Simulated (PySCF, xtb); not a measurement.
(3S)-3-fluorobut-1-ene (C₄H₇F), SMILES C=C[C@H](C)F. The values are those of a single conformer.

Harmonic wavenumbers (cm⁻¹) from GFN2-xTB (xtb) at its own minimum, in rising order: 75, 189, 254, 321, 410, 568, 662, 840, 903, 931, 1014, 1018, 1052, 1096, 1147, 1260, 1286, 1300, 1394, 1405, 1474, 1487, 1716, 2871, 3044, 3048, 3056, 3068, 3111, 3139.

Problem. What does PBE0-D3(BJ)/def2-SVP run with PySCF give at its own minimum? (An estimate is asked for; the answer gives what the named calculation found.)

Solution. 119, 242, 275, 343, 435, 595, 687, 831, 945, 956, 1017, 1027, 1071, 1136, 1197, 1293, 1340, 1373, 1392, 1418, 1455, 1470, 1748, 3032, 3065, 3169, 3171, 3173, 3185, 3281. Paired by order, the mean absolute difference is 46 cm⁻¹ and the zero-point energies are 61.7 and 63.5 kcal/mol.
